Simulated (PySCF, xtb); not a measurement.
ClH6NOSi2, SMILES N[SiH2]O[SiH2]Cl.

GFN2-xTB (xtb 6.7.1) at its own geometry gives an orbital gap of 5.48 eV and a dipole moment of 2.67 D.

Coordinates come from a B3LYP-D3(BJ)/def2-SVP optimisation. The structure was generated by enumeration, and PubChem lists no compound with its InChIKey, so it may never have been made. Other conformers were not sampled.

Task: What does r2SCAN/def2-TZVP in PySCF give? (Estimate from the structure and the level; the computed values follow.)

Result: gap 6.61 eV (levels -6.73 and -0.12 eV), dipole 1.42 D.
